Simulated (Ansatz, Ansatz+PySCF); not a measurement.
```xyz
2

Fe    0.0000    0.0000    0.0000
H     0.0000    0.0000    1.6744
```

Basis set: def2-SVP (spherical functions). Correlated methods keep 5 orbitals frozen. Correlation on ROHF uses semicanonical orbitals with singles. Charge 0, multiplicity 4.

Computed with Ansatz (development build ahead of 0.2.0); each method stands on the lowest determinant of its kind that the runs found. Restricted functionals stand beside restricted open-shell atoms, which can lie above the unrestricted atoms usual in DFT and then raise those values.

Task: Give the atomization energy at this shape (free ground-state atoms in the same class of orbitals less the molecule, no zero-point energy) of quartet FeH by ωB97X (unrestricted), ωB97X (restricted open-shell), r²SCAN (unrestricted), r²SCAN (restricted open-shell), PBE0 (unrestricted), PBE0 (restricted open-shell), PBE (unrestricted), PBE (restricted open-shell), UHF-MP2, ROHF-MP2, UHF, ROHF.

Result:

```
                        method  atomization energy
          ωB97X (unrestricted)             2.01 eV
 ωB97X (restricted open-shell)             1.80 eV
         r²SCAN (unrestricted)             2.30 eV
r²SCAN (restricted open-shell)             2.14 eV
           PBE0 (unrestricted)             1.95 eV
  PBE0 (restricted open-shell)             1.72 eV
            PBE (unrestricted)             2.36 eV
   PBE (restricted open-shell)             2.27 eV
                       UHF-MP2             1.13 eV
                      ROHF-MP2             0.98 eV
                           UHF             0.90 eV
                          ROHF            -1.03 eV
```

Caution: another spin multiplicity may lie lower. Caution for ωB97X (unrestricted), PBE0 (unrestricted): the unrestricted determinant is spin contaminated. Caution for UHF-MP2, UHF: the unrestricted determinant is a mixture of spin states. Caution for ROHF-MP2, ROHF: an unrestricted determinant lies well below. Caution for ROHF: the molecule lies well above its atoms at this level.
